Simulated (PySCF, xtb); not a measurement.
hexafluorodisiloxane (F6OSi2), SMILES F[Si](F)(F)O[Si](F)(F)F.

GFN2-xTB (xtb 6.7.1) at its own geometry gives an orbital gap of 9.95 eV and a dipole moment of 0.12 D.

Geometry: B3LYP-D3(BJ)/def2-SVP. One conformer was computed; it need not be the lowest.

Q: What does HF/def2-TZVP run with PySCF give? (An estimate is asked for; the answer gives what the named calculation found.)

A: gap 19.83 eV (levels -16.61 and 3.22 eV), dipole 0.21 D.
